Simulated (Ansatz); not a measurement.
Species: TaF, net charge 0, triplet state. The spin state was set by rule; other spins were not relaxed. 
Structure (B3LYP-D3(BJ)/def2-TZVP (Ansatz, a program for electronic structure) minimum search):
```
Ta
F 1 1.8255
```
Charge 0, spin multiplicity 3.

Parts of the frozen-core correlation energy in def2-SVP (Ansatz, hartree). Frozen orbitals: 5; correlated occupied orbitals by spin: 7 and 5; virtual: 34 and 36. Open shells are spin-unrestricted. Spin-orbit coupling is left out. Past Kr the def2 sets carry scalar-relativistic core potentials.

```
term                            value
-------------------------  ----------
reference (HF)             -155.71486
MP2 opposite-spin            -0.17690
MP2 same-spin              (withheld)
CCSD correlation           (withheld)
(T)                        (withheld)
CCSDT minus CCSD(T)          -0.00145
T1 diagnostic                   0.058
largest doubles amplitude       0.105
<S^2> of the reference          2.493
```

Q: Some entries are withheld; supply them.

A: 
- MP2 same-spin, value: -0.07756
- CCSD correlation, value: -0.27026
- (T), value: -0.00833
